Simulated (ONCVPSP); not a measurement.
## Rb, ONCV: configuration errors across variants

ONCVPSP 4.0.1 input, shortened (lines: element, Z, core and valence counts, functional; n l f; lmax; l rc ep ncon nbas qcut; lloc lpopt rc5 dvloc0; l nproj debl; icmod fcfact rcfact), LDA (Perdew-Wang 92), scalar-relativistic:

```
  Rb 37.00    6    3  -001012      upf
    1    0    2.00
    2    0    2.00
    2    1    6.00
    3    0    2.00
    3    1    6.00
    3    2   10.00
    4    0    2.00
    4    1    6.00
    5    0    1.00
    2
    0    2.35    0.00    3    8    6.80
    1    2.65    0.00    4    8    4.90
    2    2.30    0.24    4    8    3.60
    4    1    1.95    0.00
    0    2    0.80
    1    3    0.90
    2    2    1.70
    3    5.25    1.10
```

All-electron excitation energies from the reference (eV): (1) 4s2 4p6 5s0 4.274; (2) 4s2 4p6 5s0.5 1.658; (3) 4s2 4p6 5s0 5p1 1.618; (4) 4s1 4p6 5s1 37.841.

1 further variants failed, have other tests or another functional or relativity, and are left out.

Errors AE − PS in meV (a dash: test not solved or not reliable):

| change | (1) | (2) | (3) | (4) | bound ghosts | GHOST(+) flags above zero |
| --- | --- | --- | --- | --- | --- | --- |
| base | -0.1 | 0.0 | 0.0 | -35 | none | none |
| local potential polynomial inside 1.95 bohr (lpopt 1, dvloc0 -3 Ha) | -0.1 | 0.0 | 0.0 | -35 | none | none |
| d: nbas 7 | -0.1 | 0.0 | 0.0 | -35 | none | none |

**Question.** Give the same row for: p: debl 5.3.

**Answer.** -0.1, 0.0, +4.3, -27; bound ghosts: none; GHOST(+) flags above zero: none.
